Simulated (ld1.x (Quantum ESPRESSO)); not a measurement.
Scattering properties, PAW potential for cobalt (Co)

ld1.x (Quantum ESPRESSO) 7.5 input, shortened:

```
&input
   title='Co', zed=27., rel=1, dft='PZ', iswitch=3,
   config='[Ar] 3d7 4s1 4p0'
 /
 &inputp
   pseudotype=3, lpaw=.true., tm=.true., lloc=-2, rcloc=1.20,
   nlcc=.true., new_core_ps=.true., rcore=1.20,
   which_augfun='PSQ', rmatch_augfun_nc=.true.
 /
6
3S  1  0   2.00   0.00  1.05  1.30  0.0
4S  2  0   1.00   0.00  1.05  1.30  0.0
3P  2  1   6.00   0.00  1.10  1.35  0.0
4P  3  1   0.00   0.00  1.10  1.35  0.0
3D  3  2   7.00   0.00  1.50  1.65  0.0
3D  3  2   0.00   3.15  1.50  1.65  0.0
 &test
   configts(1)='3s2 3p6 3d7 4s1 4p0'
 /
```

The phase is arctan(r·u′/u) with u = r·R(r), unwrapped; energies in Ry, scanned from -10 to 5 Ry. A pole is an energy at which the radial function vanishes at the test radius. The pseudo phase is shifted by a multiple of π to meet the all-electron one at the reference energy, and phase errors are pseudo minus all-electron; the curves can meet again beyond the range given. Levels narrower than the energy grid can be missing from the lists of poles.

```tsv
channel	radius (bohr)	reference energy (Ry)	poles, all-electron	poles, pseudo	unbroken range about the reference energy with phases within 0.05 rad	phase error 1 Ry above the reference energy (rad)
s	1.80	-0.96	-8.01	-8.01	the whole range	-0.001
p	1.80	-0.56	-5.25	-5.25	the whole range	-0.000
d	1.80	-1.27	-0.71	-0.69	the whole range	+0.009
```

Phases in the d channel:

```
E (Ry)  all-electron  pseudo
-10.00         1.390   1.399
 -9.76         1.388   1.396
 -9.52         1.385   1.394
 -9.28         1.383   1.392
 -9.04         1.380   1.389
 -8.80         1.377   1.387
 -8.56         1.375   1.384
 -8.32         1.371   1.381
 -8.08         1.368   1.378
 -7.84         1.365   1.375
 -7.60         1.361   1.371
 -7.36         1.357   1.368
 -7.12         1.353   1.364
 -6.88         1.349   1.360
 -6.64         1.345   1.355
 -6.40         1.340   1.351
 -6.16         1.335   1.346
 -5.92         1.329   1.341
 -5.68         1.323   1.335
 -5.44         1.317   1.329
 -5.20         1.310   1.322
 -4.96         1.302   1.314
 -4.72         1.293   1.306
 -4.48         1.284   1.296
 -4.24         1.272   1.286
 -4.00         1.260   1.274
 -3.76         1.246   1.260
 -3.52         1.228   1.243
 -3.28         1.208   1.223
 -3.04         1.182   1.197
 -2.80         1.148   1.164
 -2.56         1.102   1.119
 -2.32         1.033   1.052
 -2.08         0.920   0.940
 -1.84         0.696   0.719
 -1.60         0.154   0.174
 -1.36        -0.757  -0.756
 -1.12        -1.268  -1.266
 -0.88        -1.483  -1.478
 -0.64        -1.597  -1.590
 -0.40        -1.669  -1.661
 -0.16        -1.723  -1.713
  0.08        -1.766  -1.756
  0.32        -1.804  -1.794
  0.56        -1.840  -1.829
  0.80        -1.876  -1.865
  1.04        -1.913  -1.903
  1.28        -1.954  -1.943
  1.52        -1.999  -1.989
  1.76        -2.051  -2.042
  2.00        -2.114  -2.106
  2.24        -2.190  -2.183
  2.48        -2.287  -2.282
  2.72        -2.411  -2.408
  2.96        -2.572  -2.572
  3.20        -2.781  -2.781
  3.44        -3.036  -3.033
  3.68        -3.315  -3.305
  3.92        -3.580  -3.562
  4.16        -3.803  -3.778
  4.40        -3.978  -3.947
  4.64        -4.111  -4.076
  4.88        -4.213  -4.176
```
